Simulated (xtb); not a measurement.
xtb input (GFN1-xTB):

```bash
xtb mol.xyz --gfn 1 --opt tight --chrg 0 --uhf 0
```
mol.xyz:
```
19

C      1.95942310    -1.69337599    -0.06024674
C      1.67174404    -0.44733408    -0.43215722
Si     0.04478531     0.41537383    -0.10199292
C      0.40080449     2.10266140     0.64414763
C     -0.90045822     0.62018678    -1.71064918
C     -0.94582909    -0.60544964     1.11004215
C     -2.11717568    -1.18085975     0.84546751
H      1.24372005    -2.30572506     0.47839796
H      2.91535201    -2.15984554    -0.27667069
H      2.44150257     0.10474175    -0.97102915
H     -0.52406514     2.65712304     0.81698786
H      1.03083656     2.69853987    -0.02069357
H      0.92115129     2.00814178     1.59951881
H     -1.12283941    -0.34600989    -2.16706556
H     -1.84210103     1.15081503    -1.55377428
H     -0.30933370     1.19543110    -2.42690143
H     -0.54096883    -0.73519490     2.11297364
H     -2.58836515    -1.09990546    -0.12845078
H     -2.66293550    -1.75831785     1.58498339
```

End of the output:

```
     2   6 C       10   1 H                                       1.0946031
     4   6 C       11   1 H                                       1.0958749
     4   6 C       12   1 H                                       1.0958981
     4   6 C       13   1 H                                       1.0956826
     5   6 C       14   1 H                                       1.0956352
     5   6 C       15   1 H                                       1.0958119
     5   6 C       16   1 H                                       1.0959516
     6   6 C       17   1 H                                       1.0948204
     7   6 C       18   1 H                                       1.0839748 (min)
     7   6 C       19   1 H                                       1.0854257

 * 3 distinct bonds (by element types)

   Z      Z             #   av. dist./Å        max./Å        min./Å
   1 H    6 C          12     1.0919327     1.0959516     1.0839748
   6 C    6 C           2     1.3369225     1.3369261     1.3369190
   6 C   14 Si          2     1.9124048     1.9134576     1.9113519

optimized geometry written to: xtbopt.xyz

           -------------------------------------------------
          | TOTAL ENERGY              -20.934491074483 Eh   |
          | GRADIENT NORM               0.000168287386 Eh/α |
          | HOMO-LUMO GAP               4.443228140574 eV   |
           -------------------------------------------------

------------------------------------------------------------------------
------------------------------------------------------------------------
 total:
 SCF:
 ANC optimizer:
```
